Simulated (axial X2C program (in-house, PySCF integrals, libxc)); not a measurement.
## What spin–orbit coupling does to BeSi

All values were computed with an in-house all-electron X2C program for linear molecules (integrals from PySCF). Spin-free means the one-electron spin-free X2C Hamiltonian; two-component (2c) means X2C with spin–orbit coupling and atomic mean-field two-electron Coulomb and Gaunt terms, so the difference of the two also holds small scalar two-electron terms. Basis: Si dyall-v3z [8s7p2d1f], Be dyall-cv3z [8s8p3d1f] (cores contracted in-house); Gaussian nuclei, density fitting, unrestricted open shells. Masses: Si 27.977 u, Be 9.012 u.

Spin-free state: M_S = 1, Λ = 1 (beyond evenly filled blocks: σα, π+α); fragments Si + Be.

```csv
level,Re (Å),ωe (cm⁻¹),De (eV),μ (D)
HF,2.277,499.2,0.500,0.28
MP2,2.265,512.0,0.788,n/a
```

Correlated methods: 6 electrons correlated (number of frozen shells: Si 2 s, 1 p; Be 1 s), 148 virtual spin orbitals or spinors in MP2.

Dipoles are positive if Be is the positive end.

Two-component determinant lowest at the distance of the search:

Ω = 2 (⟨Sz⟩ = 1.00, ⟨Lz⟩ = 1.00 at HF); fragments Si + Be.

```
level  Re (Å)  ωe (cm⁻¹)  De (eV)  μ (D)
   HF   2.277      499.4    0.489   0.27
  MP2   2.265      512.2    0.791    n/a
```

From the two tables, how do the constants change at the MP2 level (2c against spin-free)?

At the MP2 level Re is unchanged within 0.001 Å and ωe stays the same within 0.2 cm⁻¹; De is not compared, since the atomic limits differ or miss part of their spin–orbit lowering.

Occupations by symmetry block were frozen at the best pattern of an incomplete PBE0 search. De is counted from the lowest determinant-based energies of the atoms at the same level, without counterpoise correction. In 2c an atomic determinant is not the ground J level, so De misses part of the atomic spin–orbit lowering. This holds for MP2. PBE0 can misorder states that lie within some tenths of an eV, so this need not be the ground state of the molecule. The nearest other spin-free determinant of the search, M_S = 0, Λ = 1, lies 0.07 eV up at the distance of the search. With several unpaired electrons one determinant need not be a pure state. A state of lower Ω lies just above, and one determinant can place such states too high, so the state shown need not be the lowest. The search has Ω = 1 only 0.05 eV up. Open-shell Ω = 0 determinants with evenly filled partner blocks cannot be reached by this program, so the Ω shown need not be the lowest component.
